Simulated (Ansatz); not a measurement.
Conformers of `CO[SiH](N)N`, each relaxed with PBE0-D4/def2-TZVP in Ansatz. CBS adds the triple-zeta coupled-cluster correction to the MP2 limit.

Not all of them had a frequency check.

Conformer A:

```xyz
13

C    -0.549    2.026   -0.196
O    -0.536    0.806    0.498
Si    0.407   -0.479    0.093
N     0.799   -1.518    1.380
N    -0.481   -1.410   -1.029
H    -0.818    2.825    0.498
H    -1.289    2.014   -1.005
H     0.431    2.261   -0.631
H     1.696    0.097   -0.389
H     0.092   -2.105    1.790
H     1.512   -1.268    2.045
H    -1.149   -0.979   -1.645
H    -0.116   -2.269   -1.407
```

Conformer B:

Cartesian coordinates in Å:
```
C 0.591 1.827 -0.164
O 0.075 1.006 0.854
Si -0.374 -0.559 0.631
N 1.027 -1.408 0.132
N -1.543 -0.903 -0.564
H 1.465 1.376 -0.648
H -0.163 2.027 -0.935
H 0.890 2.779 0.279
H -0.984 -0.904 1.936
H 1.909 -1.235 0.586
H 0.952 -2.365 -0.171
H -1.322 -0.879 -1.545
H -2.524 -0.764 -0.391
```

(1) Which is lowest in electronic energy at CCSD(T)/CBS (frozen core, def2 sets), and by how much? (Estimate.)

(2) Give the energies relative to B (kJ/mol) with r2SCAN-D4/def2-TZVPP, B3LYP-D4/def2-TZVPP, B2PLYP/def2-TZVPP, B3LYP/def2-TZVPP, SCS-MP2/def2-TZVPP, CCSD/def2-TZVPP, CCSD(T)/def2-TZVPP. (An estimate is asked.)

Answers

(1) The calculation gave: B; A lies 5.8 kJ/mol higher.

(2) Ansatz gave: 
| level | A |
| --- | --- |
| r2SCAN-D4/def2-TZVPP | 5.7 |
| B3LYP-D4/def2-TZVPP | 5.9 |
| B2PLYP/def2-TZVPP | 5.4 |
| B3LYP/def2-TZVPP | 4.7 |
| SCS-MP2/def2-TZVPP | 6.2 |
| CCSD/def2-TZVPP | 5.9 |
| CCSD(T)/def2-TZVPP | 6.1 |

B3LYP here is the variant with VWN-RPA as its local correlation; programs differ in this.
